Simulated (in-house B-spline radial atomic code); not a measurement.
A calculation on Ar⁴⁺ (an excited or competing configuration): its settings, and results tabulated from the run. Computed with a B-spline radial code for spherical atoms: scalar-relativistic (X2C) HSE06, spin-polarised, spherical fractional occupations, Fermi nucleus of rms radius 3.4274 fm.

Command:
```bash
python run_scf.py task.json out
```
Settings (nuclear radius in fm, mass in u):
```
Z                18
configuration    [Ne] 3s1 3p2 4p1
hamiltonian      x2c
method           hse06
spin_polarised   True
nucleus          fermi
rms_radius       3.4274
atomic_mass      39.96238
speed_of_light   137.035999084
```

Output (hartree, bohr):
```
 radial grid: 69 intervals, B-splines of order 8, outer radius 22.1277 bohr

 iter        energy (Eh)    residual
    1        -519.894147    3.71e-01
    2        -521.787042    1.38e-01
    3        -521.933432    4.72e-02
    4        -521.951784    1.58e-02
    5        -521.954179    5.39e-03
    6        -521.954415    1.50e-04
    7        -521.954415    8.84e-06
    8        -521.954415    4.34e-07
    9        -521.954415    1.33e-08

 total energy                      -521.95441
 kinetic                             525.1996
 electron-nucleus                  -1207.6834
 Hartree                             189.2524
 exact exchange                       -6.8258
 exchange-correlation                -21.8972

 orbital      occ     eigenvalue          <r>       <r^2>       <1/r>       r_max
 1s up      1.000      -118.7935    0.0854706  0.00984197     17.8207     0.05582
 1s down    1.000      -118.7445    0.0854606  0.00983914     17.8218     0.05582
 2s up      1.000       -14.2118     0.411265    0.200584     3.59161      0.3372
 2s down    1.000       -14.1517     0.411085    0.200184      3.5887      0.3377
 2p up      3.000       -11.6702     0.373872    0.173363     3.47205      0.2799
 2p down    3.000       -11.6052      0.37375    0.172991     3.47004      0.2805
 3s up      1.000        -3.4553      1.21897     1.69107     1.14579       1.095
 3p up      2.000        -2.7756      1.28784     1.91087     1.05414       1.139
 4p up      1.000        -1.1028      2.97654     9.95384    0.456332       2.847
```

Run time, properties included: 0.36 s on 1 thread of Intel(R) Xeon(R) Platinum 8259CL CPU @ 2.50GHz, on a shared host.

Caution: exact exchange at fractional occupations of open shells leaves self-interaction of up to several eV.
